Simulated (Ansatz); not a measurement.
A nudged elastic band was laid between two geometries of C$_{4}$H$_{9}$NTe (15 atoms, charge 0, multiplicity 1).

Computed with Ansatz 0.2.0, RKS PBE/def2-SVP.

```
movable images  : 7
climbing image  : yes
spring          : 5.0 eV/Å²
optimiser       : quadratic models (default)
start path      : through a guess of the saddle point
force threshold : 0.05 eV/Å
iteration limit : 59
end points      : relaxed
```

First end point:

```xyz
15
Properties=species:S:1:pos:R:3
C -1.969 -0.339 -0.119
C -0.713 0.161 -0.269
N -0.353 1.115 -1.218
C 0.430 -0.394 0.541
C 1.559 -1.008 -0.290
Te 1.350 1.208 1.825
H -2.165 -1.159 0.586
H -2.813 0.033 -0.720
H 0.367 1.768 -0.885
H -1.137 1.607 -1.651
H 0.040 -1.127 1.271
H 1.153 -1.849 -0.890
H 2.371 -1.406 0.351
H 1.994 -0.278 -1.001
H -0.136 1.617 2.498
```

Last end point:

```xyz
15
Properties=species:S:1:pos:R:3
C -1.969 -0.341 -0.117
C -0.713 0.161 -0.267
N -0.353 1.117 -1.213
C 0.430 -0.398 0.541
C 1.559 -1.008 -0.291
Te 1.349 1.200 1.830
H -2.813 0.033 -0.718
H -2.165 -1.162 0.585
H 0.370 1.767 -0.881
H -1.137 1.612 -1.643
H 0.040 -1.132 1.269
H 1.155 -1.850 -0.892
H 2.373 -1.406 0.348
H 1.993 -0.277 -1.002
H -0.140 1.633 2.481
```

Problem. What changes between the two ends?

Solution. No bond is made or broken. The dihedral H8–C1–C2–N3 goes from -4 to 174°. The two ends are copies of one structure, up to a mirror image or an exchange of like atoms.

Problem. Give the energies along the band, and the barrier.

Solution. The run converged. The highest image is number 4 of 0 to 8, 51.3 kcal/mol above the ends, which have the same energy within 2 meV. Neighbouring images differ by up to 1.4 eV, so the band resolves the path poorly. A vibrational analysis at the climbing image gives one clearly imaginary mode, 1113i cm⁻¹: a first-order saddle point.

| image | path coordinate (Å) | energy (kcal/mol) | dihedral H8–C1–C2–N3 (°) |
| --- | --- | --- | --- |
| 0 | 0.00 | 0.0 | -4 |
| 1 | 0.94 | 0.9 | -1 |
| 2 | 1.87 | 4.1 | 8 |
| 3 | 2.81 | 23.3 | 55 |
| 4 | 3.75 | 51.3 | 124 |
| 5 | 4.83 | 19.0 | 156 |
| 6 | 5.92 | 4.4 | 171 |
| 7 | 7.00 | 1.3 | 173 |
| 8 | 8.08 | 0.0 | 174 |

Problem. What is the geometry of the highest image?

Solution. 
```xyz
15
Properties=species:S:1:pos:R:3:forces:R:3
C -1.828 -0.496 -0.756 -0.01 0.01 -0.02
C -0.736 0.337 -0.318 0.00 0.01 0.03
N -0.682 1.606 -0.659 0.01 0.01 -0.02
C 0.376 -0.215 0.543 0.00 0.00 -0.01
C 1.256 -1.231 -0.204 0.00 0.00 0.00
Te 1.847 1.319 1.498 0.00 0.01 0.00
H -2.375 -0.882 0.135 0.00 0.00 0.01
H -1.451 -1.389 -1.302 0.00 -0.01 0.00
H 0.097 2.210 -0.336 0.00 0.00 0.01
H -1.445 1.945 -1.261 -0.01 -0.01 0.00
H -0.097 -0.692 1.424 0.00 0.00 0.00
H 0.629 -2.039 -0.631 0.00 0.00 0.00
H 1.988 -1.690 0.488 0.00 0.00 0.00
H 1.815 -0.750 -1.033 0.00 0.00 0.00
H 0.584 1.916 2.441 0.00 -0.01 0.00
```

Time of the run: 5.5 min on 2 threads of Arm Neoverse V2, on a shared host, peak memory 0.21 GiB.
